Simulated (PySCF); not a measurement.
A side-by-side comparison of computed properties.

First species: C₄H₉ClO₃Si.
SMILES: `ClC[SiH2]OC(=O)COC`

Second species: C3H4N2S.
Z-matrix (Å and degrees, GFN2-xTB geometry), rows numbered from 1:
```
N 
C   1  1.3555
N   2  1.2855  1  124.97
C   3  1.3590  2  111.58  1   176.35
C   4  1.3515  3  115.98  2     0.40
S   5  1.7327  4  110.36  3    -0.28
H   1  1.0057  2  117.69  3   160.78
H   1  1.0071  2  115.60  3    16.16
H   4  1.0747  3  118.48  2  -179.75
H   5  1.0698  4  129.45  3   179.81
```

Levels: PBE0/pcSseg-1 for HOMO energy, LUMO energy and HOMO–LUMO gap. Geometries: GFN2-xTB. Each species is one conformer at its optimised geometry, gas phase, non-relativistic unless stated. Electronic properties by PySCF.

Dipoles, sizes and rotational constants follow the conformer. The torsions of the flexible species, by atom-mapped SMILES:
- `[NH2:1][c:2]1[n:3][cH:4][cH:5][s:6]1`: H–N1–C2–N3 161°, H–N1–C2–N3 16°

The conformers of `COCC(=O)O[SiH2]CCl` aren't listed.

| property | column X | column Y |
| --- | --- | --- |
| HOMO energy | -6.12 eV | -7.55 eV |
| LUMO energy | -0.07 eV | -0.28 eV |
| HOMO–LUMO gap | 6.05 eV | 7.27 eV |

Task: Which column belongs to which species?

Result: Column X is the second species and column Y the first. The first has 18 atoms and 88 electrons, the second 10 and 52.

Task: How does each property change from the first species to the second?

Result: HOMO energy +1.43 eV; LUMO energy +0.21 eV; HOMO–LUMO gap -1.22 eV.

